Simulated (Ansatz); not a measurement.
Species: CH2N2, SMILES `N#CN` (charge 0, multiplicity 1).

### Question
Give a relaxed geometry from r2SCAN-D4/def2-TZVP run with Ansatz (a quantum-chemistry and plane-wave program).

### Answer
the end point of this relaxation (outside a Z-matrix the atoms follow the SMILES, hydrogens last).
Bonded distances (Å): N1–C2 1.159, C2–N3 1.337, N3–H4 1.010, N3–H5 1.010. Bond angles (°): N1–C2–N3 177.0, C2–N3–H4 114.9, C2–N3–H5 114.9, H4–N3–H5 113.1.
